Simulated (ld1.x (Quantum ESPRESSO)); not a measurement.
**Transferability test, TM potential for strontium**

```
Element                 : Sr
Generator               : ld1.x (Quantum ESPRESSO) 7.5
Type                    : norm-conserving Troullier–Martins (Kleinman–Bylander form)
Functional              : PBE
Relativity              : fully relativistic
Frozen core             : [Ar] 3d10 4s2
Valence charge          : 8
Reference configuration : 4p6 4d0 5s2 5p0
Partial waves           : 5s (bound): rc 2.95 bohr; 4p (bound): rc 2.05 bohr; 4d (bound, empty): rc 3.00 bohr
Local potential         : all-electron potential smoothed inside 1.95 bohr (lloc = -1)
Core correction         : none
```

Open shells are filled in proportion to 2j + 1 (rel_dist='average').

Energies are relative to the spin-unpolarised reference configuration 4p6 4d0 5s2 5p0; without spin polarisation the order of configurations can differ from experiment.

Problem. Give the all-electron excitation energy and the error of the potential for: 4p6 4d0 5s1 5p0; 4p6 4d0 5s0 5p0; 4p6 4d0 5s1.5 5p0; 4p6 4d0 5s1 5p1; 4p6 4d1 5s0 5p0; 4p6 4d0.5 5s1.5 5p0; 4p5 4d0 5s2 5p0.

Solution.

```
valence configuration  charge  ΔE all-electron (eV)  error AE − PS (meV)
      4p6 4d0 5s1 5p0      +1                 5.885                 +6.5
      4p6 4d0 5s0 5p0      +2                16.891                  +40
    4p6 4d0 5s1.5 5p0    +0.5                 2.339                 +1.2
      4p6 4d0 5s1 5p1       0                 2.298                 +5.9
      4p6 4d1 5s0 5p0      +1                 7.649                  -13
  4p6 4d0.5 5s1.5 5p0       0                 1.146                 -1.7
      4p5 4d0 5s2 5p0      +1                28.324                  -67
```

Levels in the configuration 4p6 4d0 5s1 5p0:

```json
{"level": "4p j=1/2", "all-electron (eV)": "-29.899", "pseudo (eV)": "-29.831"}
{"level": "4p j=3/2", "all-electron (eV)": "-28.731", "pseudo (eV)": "-28.666"}
{"level": "5s j=1/2", "all-electron (eV)": "-8.347", "pseudo (eV)": "-8.330"}
```

ld1.x printed “convergence not achieved” for 1 of the counted tests; its residual had stalled under 1e-8, short of the target of 1e-14.

Note: ghost state, extra bound levels that the all-electron valence spectrum of the same l lacks: s at -48.0 eV. A true bound ghost makes a file unfit for plane-wave use.
